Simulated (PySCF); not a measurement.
Isomers of C3H8BN and their computed core-level spectra.

Method used: PySCF 2.14.0, delta-SCF UKS SCAN, pcX-2 on the ionised atom, pcseg-1 elsewhere, spin-free X2C. Geometries: PBE0-D3(BJ)/def2-SVP; isolated species, one conformer each.

Line lists (1s up to Mg, 2p3/2 beyond; areas count atoms within a level, one atom standing for each set equivalent by bonding):
1. B 1s: 195.02 eV; C 1s: 290.76 (area 2), 291.73 (area 1) eV; N 1s: 405.31 eV
2. B 1s: 193.83 eV; C 1s: 291.90 (area 1), 292.78 (area 1), 293.04 (area 1) eV; N 1s: 406.75 eV
3. B 1s: 195.32 eV; C 1s: 290.30 (area 1), 290.71 (area 1), 291.91 (area 1) eV; N 1s: 405.30 eV

Structures:
A. `BNCC=C`
B. `BNC1CC1`
C. `[BH3-][N+]#CCC`

Match each list to its structure.

- 1 = B: no other candidate has these counts of sites. B 1s: 195.02 three-coordinate boron; C 1s: 290.76 three-membered-ring carbon (×2), 291.73 sp3 carbon bound to nitrogen; N 1s: 405.31 boron-bound nitrogen.
- 2 = C: another candidate has the same counts of sites, so positions decide. B 1s: 193.83 four-coordinate boron; C 1s: 291.90 methyl carbon, 292.78 triply bonded carbon, 293.04 chain CH2 carbon; N 1s: 406.75 nitrogen bonded to B and C.
- 3 = A: another candidate has the same counts of sites, so positions decide. B 1s: 195.32 three-coordinate boron; C 1s: 290.30 terminal =CH2 carbon, 290.71 alkene CH carbon, 291.91 sp3 carbon bound to nitrogen; N 1s: 405.30 boron-bound nitrogen.

2 of these hole states are spin-contaminated (⟨S²⟩ up to 0.95, against 0.75; counted from 0.85) and less certain.
